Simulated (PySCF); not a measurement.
**Radial density of Dy⁺ (dysprosium, charge +1)**

UHF, [Xe] 4f11, one real determinant (an excited configuration). Computed with PySCF 2.14 in x2c-TZVPPall, with scalar relativity by spin-free X2C-1e.

| r (bohr) | 4πr²ρ (e/bohr) | 4πr²(ρα − ρβ) |
| --- | --- | --- |
| 0.0253 | 78.06 | 0.0031 |
| 0.0426 | 95.24 | 0.0048 |
| 0.0716 | 116.1 | -0.0016 |
| 0.120 | 88.22 | 0.0454 |
| 0.203 | 101.3 | 0.5747 |
| 0.341 | 45.82 | 2.4271 |
| 0.573 | 51.74 | 3.7190 |
| 0.964 | 17.61 | 2.1133 |
| 1.62 | 7.399 | 0.4264 |
| 2.73 | 1.011 | -0.0123 |
| 4.59 | 0.008513 | -0.0010 |
| 7.71 | 6.465e-05 | 0.0000 |

Densities and radii are taken from the X2C orbitals without a picture-change correction, which distorts them close to the nucleus.

⟨L²⟩ = 34.03 against 42 for a pure I term, so this real determinant mixes terms. Spin-orbit coupling, absent here, splits the open shell strongly.

Q: Where is the radial spin density 4πr²(ρα − ρβ) most negative, and why is it negative at all?

A: Around r = 2.73 bohr, down to -0.0123 e/bohr: exchange with the open shell polarises the paired shells in an unrestricted calculation.
